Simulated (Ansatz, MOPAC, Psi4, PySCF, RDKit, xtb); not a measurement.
Pair of molecules: H2 (SMILES [H][H]) (first 2 atoms) with CH2O2 (SMILES O=CO); geometry from B3LYP-D3(BJ)/def2-TZVP, rigid monomers moved along the line of their centres of mass till H2···H7 is 2.46 Å.
(charge 0, multiplicity 1):
```xyz
7

H      0.0150     0.4129    -0.4402
H     -0.0776    -0.1963    -0.0196
O     -0.1263    -1.1943     3.0377
C      0.0825    -0.1879     3.6528
O      0.2786     1.0240     3.1104
H      0.1425    -0.1184     4.7464
H      0.2199     0.9301     2.1442
```

| level | interaction energy (meV) | minus CCSD(T)/CBS(aug-cc-pVDZ, aug-cc-pVTZ) | cost |
|---|---|---|---|
| UFF | -9.0 | 29.6 | - |
| GFN-FF | -5.5 | 33.1 | - |
| AM1 | -20.4 | 18.2 | - |
| PM3 | -38.0 | 0.5 | - |
| PM6 | -8.8 | 29.8 | - |
| GFN1-xTB | -24.8 | 13.7 | - |
| GFN2-xTB | -28.4 | 10.2 | - |
| HF/STO-3G (no counterpoise) | -0.4 | 38.2 | - |
| HF/3-21G (no counterpoise) | -27.1 | 11.5 | - |
| HF/6-31G* | -3.9 | 34.7 | - |
| HF/6-31G* (no counterpoise) | -16.4 | 22.2 | - |
| HF/aug-cc-pVDZ | -16.2 | 22.3 | - |
| HF/aug-cc-pVTZ | -17.2 | 21.4 | - |
| PBE/def2-TZVPPD | -34.2 | 4.4 | ×1 |
| PBE-D3(BJ)/def2-TZVPPD | -47.3 | -8.8 | ×1 |
| PBE-D4/def2-TZVPPD | -45.7 | -7.2 | ×1 |
| BP86/6-31G* (no counterpoise) | -13.3 | 25.3 | - |
| r2SCAN/def2-TZVPPD | -27.9 | 10.7 | ×2 |
| r2SCAN-D3(BJ)/def2-TZVPPD | -33.3 | 5.2 | ×2 |
| r2SCAN-D4/def2-TZVPPD | -32.3 | 6.2 | ×2 |
| B3LYP/3-21G (no counterpoise) | -42.6 | -4.0 | - |
| B3LYP/6-31G* | -10.8 | 27.8 | - |
| B3LYP/6-31G* (no counterpoise) | -29.2 | 9.4 | - |
| B3LYP/6-311+G** (no counterpoise) | -15.1 | 23.5 | - |
| B3LYP/def2-TZVPPD | -17.1 | 21.4 | ×1 |
| B3LYP-D3(BJ)/def2-TZVPPD | -36.2 | 2.4 | ×1 |
| PBE0/def2-TZVPPD | -32.1 | 6.5 | ×1 |
| PBE0-D3(BJ)/def2-TZVPPD | -44.2 | -5.6 | ×1 |
| PBE0-D4/def2-TZVPPD | -42.6 | -4.0 | ×1 |
| wB97X-V/def2-TZVPPD | -38.9 | -0.3 | ×4 |
| wB97M-V/def2-TZVPPD | -34.7 | 3.9 | ×4 |
| MP2/6-31G* | -6.6 | 31.9 | - |
| MP2/6-31G* (no counterpoise) | -26.1 | 12.4 | - |
| MP2/aug-cc-pVTZ | -34.4 | 4.2 | - |
| MP2/CBS(aug-cc-pVDZ, aug-cc-pVTZ) | -36.1 | 2.5 | - |
| SCS-MP2/aug-cc-pVDZ | -24.7 | 13.8 | - |
| SCS-MP2/aug-cc-pVTZ | -29.3 | 9.3 | - |
| CCSD/aug-cc-pVTZ | -33.3 | 5.2 | - |
| CCSD(T)/CBS(aug-cc-pVDZ, aug-cc-pVTZ) | -38.5 | 0.0 | ×300* |
| SAPT0/jun-cc-pV(D+d)Z | -27.5 | 11.0 | - |

 The comparison column counts from a level with limits of its own.

The rows run from -47.3 (PBE-D3(BJ)/def2-TZVPPD) to -0.4 meV (HF/STO-3G (no counterpoise)). The dispersion term adds -13.1 in PBE-D3(BJ), -11.5 in PBE-D4, -5.5 in r2SCAN-D3(BJ). The 6 functionals in def2-TZVPPD without D3 or D4 span 21.7, from wB97X-V to B3LYP.

Interaction energies are E(AB) − E(A) − E(B) at the monomers' geometry in the complex; basis-set methods are counterpoise corrected. Rows marked so take none. RDKit's UFF carries no charges.

Cores are frozen in the correlated methods. CBS(a, b) extrapolates the correlation energy as X⁻³ and adds the Hartree–Fock energy of set b. Rows in 3-21G, 6-311+G**, 6-31G*, STO-3G carry no dispersion term and start afresh at each structure (6-31G* with six Cartesian d functions). MP2/6-31G* freezes PySCF's default core. The state that AM1, PM3, PM6 reach isn't checked.

Programs: Ansatz (Gaussian basis) for Hartree–Fock, density functionals and correlated methods; MOPAC for AM1, PM3, PM6 (differences of heats of formation); Psi4 for SAPT; PySCF for 3-21G rows, 6-311+G** rows, 6-31G* rows, STO-3G rows, the dispersion terms; RDKit for the force fields; xtb for the GFN methods. Values without a source in brackets are computed.

Costs are rough ratios of core time to PBE/def2-TZVPPD (about 2.0 s over the structures, on one shared machine); a dash marks a level with no comparable run of its own. A star marks coupled-cluster runs past 200 virtual orbitals, where the program's memory plan changes under this machine's limit, so their costs aren't comparable with smaller runs.

Ansatz is a quantum-chemistry and plane-wave program.
